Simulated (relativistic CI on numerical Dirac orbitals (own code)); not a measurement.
Computed by Dirac-Coulomb-Breit CI, KLI orbitals optimised for each configuration, a model potential for QED, unscaled Slater integrals (own radial code, finite nucleus).

Configurations in the expansion (outside the closed core [Ne]): 3s², 3s3p, 3p², 3s3d, 3d², 3p3d, 3p4s, 3d4s, 3s4s, 3s4p, 3s4d, 3s4f, 3s5s, 3s5p, 3s5d, 4s², 3s5f, 3s5g, 3s6s, 3s6p, 3s6d. Levels of other configurations are missing.

At this charge energies of transitions that change n are usually good to better than 1 %, and those within a shell (Δn = 0) to a few per cent.

Outline of the computed level scheme of Hg LXIX. Lowest level of each configuration: 3s² ¹S0 at 0.00 eV; 3s3p ³P°0 at 158.48 eV; 3p² ³P0 at 378.18 eV; 3s3d ³D1 at 930.72 eV; 3p3d ³F°2 at 1101.16 eV; 3d² ³F2 at 1876.90 eV; 3s4s ³S1 at 3881.38 eV; 3s4p ³P°0 at 3964.04 eV; 3p4s ³P°1 at 4069.35 eV.

Some strong electric-dipole decays among the lowest 43 levels: 3s4s ¹S0 → 3s3p ¹P°1 (7.5e+13 s⁻¹); 3p4s ³P°0 → 3p² ³P1 (7.1e+13 s⁻¹); 3s4p ¹P°1 → 3s² ¹S0 (6.4e+13 s⁻¹); 3s4s ³S1 → 3s3p ³P°2 (6.2e+13 s⁻¹); 3s4p ³P°1 → 3s² ¹S0 (5.8e+13 s⁻¹); 3p4s ³P°1 → 3p² ¹D2 (4.7e+13 s⁻¹); 3s4s ¹S0 → 3s3p ³P°1 (1.9e+13 s⁻¹); 3s4s ³S1 → 3s3p ³P°1 (1.8e+13 s⁻¹).

LS names give the leading component of a level, which can be under half, so a name can repeat, a term be missing and a line seem to break the LS rules.
